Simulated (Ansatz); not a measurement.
An input meant for BH2(nPr) (C₃H₉B) (charge 0, triplet).

```yaml
crystal:
  periodic: [true, true, true]
  atoms:
    - {symbol: B, position_ang: [1.005583, 1.683504, 0.744068]}
    - {symbol: H, position_ang: [2.225233, 1.716563, 0.721506]}
    - {symbol: H, position_ang: [0.404122, 2.734393, 0.589915]}
    - {symbol: C, position_ang: [0.226054, 0.332476, 0.849963]}
    - {symbol: C, position_ang: [-0.087394, -0.113174, -0.609341]}
    - {symbol: C, position_ang: [-0.855274, -1.436851, -0.669684]}
    - {symbol: H, position_ang: [-0.740626, 0.442950, 1.387527]}
    - {symbol: H, position_ang: [0.808262, -0.472909, 1.345530]}
    - {symbol: H, position_ang: [0.859101, -0.211700, -1.185429]}
    - {symbol: H, position_ang: [-0.673631, 0.678525, -1.125350]}
    - {symbol: H, position_ang: [-1.825419, -1.361543, -0.135941]}
    - {symbol: H, position_ang: [-1.067688, -1.734406, -1.717123]}
    - {symbol: H, position_ang: [-0.278333, -2.257827, -0.195651]}
basis:
  gaussian: {orbitals: 6-31G}
magnetization: {spin_polarized: true, initial_magnetization: 2}
hamiltonian: {xc: {name: wPBEh}}
```

```sh
$ ansatz run in.yaml --threads 4 --pin off --events-out ev --progress --plain --max-ram 3916MiB
```

It prints (some lines left out):

```
Error: YAML parse error: error: line 2 column 3: crystal: missing field `lattice` (a structure is typed as `lattice` and `atoms`, a molecule's as `atoms` in Å alone, or read from a run's directory, `checkpoint`)
 --> <input>:2:3
  |
1 | crystal:
2 |   periodic: [true, true, true]
  |   ^ crystal: missing field `lattice` (a structure is typed as `lattice` and `atoms`, a molecule's as `atoms` in Å alone, or read from a run's directory, `checkpoint`)
3 |   atoms:
4 |     - {symbol: B, position_ang: [1.005583, 1.683504, 0.744068]}
  |
```

In this input the species is marked periodic without a cell. The program refused the input.
